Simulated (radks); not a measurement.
Q: Ni4+, configuration [Ar] 3d6. Calculated with a radial shooting solver on a logarithmic mesh with Libxc functionals: non-relativistic Kohn-Sham, LDA (Slater exchange, Perdew-Wang correlation), spin-polarised, spherical densities, point nucleus; open shells are filled with parallel spins first. Some entries of the table are withheld. Estimate them.

| orbital | occ. | eigenvalue (eV) | r(max) (bohr) | <1/r> (bohr^-1) |
|---|---|---|---|---|
| 1s up | 1 | -8169.283 | 0.03620 | 27.47 |
| 1s down | 1 | -8169.249 | 0.03620 | 27.47 |
| 2s up | 1 | -1026.889 | 0.2081 | 5.933 |
| 2s down | 1 | -1023.977 | 0.2079 | 5.943 |
| 2p up | 3 | -905.5465 | 0.1662 | 5.899 |
| 2p down | 3 | -903.3372 | 0.1660 | 5.909 |
| 3s up | 1 | -171.4561 | 0.6438 | 1.920 |
| 3s down | 1 | -166.3763 | 0.6451 | 1.909 |
| 3p up | 3 | -134.0947 | (1) | 1.809 |
| 3p down | 3 | -129.1045 | (2) | 1.794 |
| 3d up | 5 | -71.1188 | 0.5996 | 1.540 |
| 3d down | 1 | -66.2584 | 0.6061 | 1.513 |
| 4s up | 0 | (3) | 1.765 | 0.6882 |
| 4s down | 0 | (4) | 1.797 | 0.6717 |
| 4p up | 0 | -37.6225 | 1.946 | 0.6164 |
| 4p down | 0 | -36.3756 | 1.992 | 0.5991 |

A: 
(1) 3p up r(max) (bohr): 0.6433
(2) 3p down r(max) (bohr): 0.6453
(3) 4s up eigenvalue (eV): -46.7520
(4) 4s down eigenvalue (eV): -45.2128
